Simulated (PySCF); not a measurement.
Calculated properties of `c1(c(cc(F)cc1)F)F`

C6H3F3.
Cartesian coordinates in Å at the PBE0-D3(BJ)/def2-TZVP level; atoms count from 1:
```xyz
12
C6H3F3 angstrom
F     -0.506   -0.403    2.631
C     -0.263   -0.195    1.334
C     -0.885    0.857    0.692
C     -0.625    1.062   -0.656
C      0.241    0.224   -1.327
F      0.498    0.412   -2.620
C      0.853   -0.826   -0.658
F      1.684   -1.623   -1.322
C      0.608   -1.047    0.682
H     -1.560    1.501    1.240
H     -1.090    1.875   -1.199
H      1.087   -1.867    1.201
```

Structural features include: benzene ring and C–F bond.

**PBE0-D3(BJ)/def2-TZVP geometry optimisation, gas phase (PySCF)**

```yaml
Point_group: Cs
Rotational_constants_A_B_C: 3.113, 1.288, 0.911 GHz
```

**B97-2/pcSseg-2 ground state and GIAO shieldings, non-relativistic (PySCF)**

```yaml
Dipole_moment: 1.39 D
HOMO_energy: -7.10 eV
LUMO_energy: -0.98 eV
HOMO–LUMO_gap: 6.12 eV
13C_chemical_shifts_computed_TMS_as_zero_by_class: 168.2 (C2), 160.9 (C7), 156.5 (C5), 124.1 (C4), 116.0 (C3), 111.2 (C9) ppm
1H_chemical_shifts_computed_TMS_as_zero_by_class: 7.29 (H11), 7.04 (H12), 6.94 (H10) ppm
Isotropic_shieldings_of_nuclei_other_than_C_and_H_by_class: 295 (F1), 311 (F8), 324 (F6) ppm
```

Monoisotopic mass (most abundant isotopes): 132.0187 u.

In atomic units the dipole is 0.55 e·bohr (1 au = 2.5417 D). A dipole of 1.39 D is allowed in Cs, and pure rotational transitions are dipole-allowed. With B = h/(8π²I), that is 505.379 GHz u Å² over I, the principal moments of inertia are 162.4, 392.4 and 554.7 u Å² (most abundant isotopes). The rotational constants make it an asymmetric top with κ = (2B − A − C)/(A − C) = -0.66, nearer the prolate limit (−1).

Isolated species at its PBE0-D3(BJ)/def2-TZVP geometry, gas phase.

For the NMR shielding job (B97-2/pcSseg-2), the run took 69 s wall on an Arm Neoverse V1 with one thread, no GPU, shared host, and the process peaked at 1.5 GiB of memory.
